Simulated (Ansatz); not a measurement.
`CC(C)C(C)C` + `[NH2][InH][OH]` → `CC(C)[O][InH][NH2]` + `CCC`  (substitution at a C–C bond)

Gas-phase electronic energies from Ansatz, PBE0-D4/def2-TZVP geometries. CBS: MP2 limit from def2 TZ/QZ plus the TZ coupled-cluster correction, frozen cores. Functionals use def2-TZVPP. B3LYP here is the variant with VWN-RPA as its local correlation; programs differ in this. Elements past krypton have def2 core potentials. For In outer-core shells are correlated without core-valence functions, which leaves a few kJ/mol of doubt a bond. Each species was taken in one conformer, which may not be the lowest.

```
             level  ΔE (kJ/mol)  difference from CCSD(T)/CBS
       LDA (SPW92)         35.6                         -0.9
            PBE-D4         29.5                         -7.0
         r2SCAN-D4         28.6                         -7.9
          B3LYP-D4         25.8                        -10.7
          BHLYP-D4         25.4                        -11.1
           ωB97X-V         30.9                         -5.6
            revPBE         17.8                        -18.7
              PBE0         27.6                         -8.9
             BHLYP         20.9                        -15.6
     CCSD/def2-SVP         18.6                        -17.9
    MP2/def2-TZVPP         42.8                          6.3
   CCSD/def2-TZVPP         33.2                         -3.3
CCSD(T)/def2-TZVPP         34.8                         -1.7
SCS-MP2/def2-QZVPP         36.7                          0.2
      HF/CBS(def2)         13.1                        -23.4
    CCSD/CBS(def2)         34.9                         -1.6
       CCSD(T)/CBS         36.5                            0
```

Largest T1 diagnostic among the species: 0.016.

In def2-TZVPP, CCSD(T) changes the Hartree–Fock value by +21.8 kJ/mol (the triples alone add +1.6 kJ/mol) and MP2 by +29.7 kJ/mol. Leaving LDA and LC-ωPBE aside and taking each functional with its dispersion term where it has one, the values, not all of them listed here, spread over 11.2 kJ/mol, from BLYP-D4 to PBE-QIDH. LDA lies +11.7 kJ/mol from PBE without D4. From BLYP to BHLYP (50 % exact exchange), in def2-TZVPP and without D4, ΔE moves by +8.3 kJ/mol.
